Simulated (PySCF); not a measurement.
C5H11NO.
Bonds: C1–C2, C2–C3, C2–C4, C2–C5, C5–N6, C5–O7 (double). Hydrogens: H8, H9, H10 on C1; H11, H12, H13 on C3; H14, H15, H16 on C4; H17, H18 on N6.

The same species was optimised twice, with GFN2-xTB and with PBE0-D3(BJ)/def2-SVP (PySCF), and the same property calculations (PySCF, gas phase) were run on both structures.

```
     coordinate  GFN2-xTB  PBE0-D3(BJ)/def2-SVP  change
      C5–N6 (Å)     1.354                 1.360  +0.006
      C2–C5 (Å)     1.535                 1.540  +0.005
      C5=O7 (Å)     1.210                 1.214  +0.004
      C2–C3 (Å)     1.529                 1.526  -0.003
      C1–C2 (Å)     1.533                 1.534  +0.001
      C2–C4 (Å)     1.533                 1.533   0.000
   C2–C5–O7 (°)     123.6                 122.7    -0.9
   C2–C5–N6 (°)     115.1                 115.6    +0.5
   N6–C5–O7 (°)     121.3                 121.7    +0.4
   C1–C2–C3 (°)     109.4                 109.7    +0.3
   C1–C2–C4 (°)     110.4                 110.1    -0.3
   C1–C2–C5 (°)     109.7                 109.3    -0.4
   C3–C2–C4 (°)     109.4                 109.7    +0.3
   C3–C2–C5 (°)     108.2                 108.1    -0.1
C1–C2–C5–N6 (°)       -61                   -62      -1
```

Rotational constants: A = 3306, B = 2374, C = 1985 MHz (GFN2-xTB) against A = 3284, B = 2368, C = 1975 MHz (PBE0-D3(BJ)/def2-SVP). Atoms that the bonding makes alike are paired by their places after alignment.

On the GFN2-xTB structure: HOMO (eV) -7.14 [PBE0/pcSseg-1]; LUMO (eV) 0.93 [PBE0/pcSseg-1]; dipole (D) 3.64 [PBE0/pcSseg-1]; GIAO shielding of C1/C3/C4 (mean) (ppm) 156.9 [PBE0/pcSseg-1]; GIAO shielding of C2 (ppm) 147.5 [PBE0/pcSseg-1]; GIAO shielding of C5 (ppm) 7.8 [PBE0/pcSseg-1]; GIAO shielding of N6 (ppm) 158.4 [PBE0/pcSseg-1]; GIAO shielding of O7 (ppm) -83.6 [PBE0/pcSseg-1].

**Question.** What do these properties become on the PBE0-D3(BJ)/def2-SVP structure?

**Answer.** 
```json
{"property": "HOMO (eV)", "level": "PBE0/pcSseg-1", "on GFN2-xTB": "-7.14", "on PBE0-D3(BJ)/def2-SVP": "-7.14", "change": "0.00"}
{"property": "LUMO (eV)", "level": "PBE0/pcSseg-1", "on GFN2-xTB": "0.93", "on PBE0-D3(BJ)/def2-SVP": "0.89", "change": "-0.04"}
{"property": "dipole (D)", "level": "PBE0/pcSseg-1", "on GFN2-xTB": "3.64", "on PBE0-D3(BJ)/def2-SVP": "3.63", "change": "-0.01"}
{"property": "energy, GFN2-xTB geometry as zero (kcal/mol)", "level": "PBE0/pcSseg-1", "on GFN2-xTB": "0.0", "on PBE0-D3(BJ)/def2-SVP": "-0.4", "change": "-0.4"}
{"property": "GIAO shielding of C1/C3/C4 (mean) (ppm)", "level": "PBE0/pcSseg-1", "on GFN2-xTB": "156.9", "on PBE0-D3(BJ)/def2-SVP": "154.8", "change": "-2.1"}
{"property": "GIAO shielding of C2 (ppm)", "level": "PBE0/pcSseg-1", "on GFN2-xTB": "147.5", "on PBE0-D3(BJ)/def2-SVP": "146.4", "change": "-1.1"}
{"property": "GIAO shielding of C5 (ppm)", "level": "PBE0/pcSseg-1", "on GFN2-xTB": "7.8", "on PBE0-D3(BJ)/def2-SVP": "6.4", "change": "-1.4"}
{"property": "GIAO shielding of N6 (ppm)", "level": "PBE0/pcSseg-1", "on GFN2-xTB": "158.4", "on PBE0-D3(BJ)/def2-SVP": "156.7", "change": "-1.7"}
{"property": "GIAO shielding of O7 (ppm)", "level": "PBE0/pcSseg-1", "on GFN2-xTB": "-83.6", "on PBE0-D3(BJ)/def2-SVP": "-89.9", "change": "-6.3"}
```

The heavy atoms differ by 0.013 Å rms after alignment (one structure mirrored). Among bonds between heavy atoms C2–C5 and C5–N6 change most and about equally (+0.005 to +0.006 Å). Changes are differences of the printed values. Neither structure is proved a minimum here.

Shape of the structure used: `[CH3:1][C:2]([CH3:3])([CH3:4])[C:5]([NH2:6])=[O:7]`: C1–C2–C5–N6 -62°, H–N6–C5–C2 180°, H–N6–C5–C2 0°.
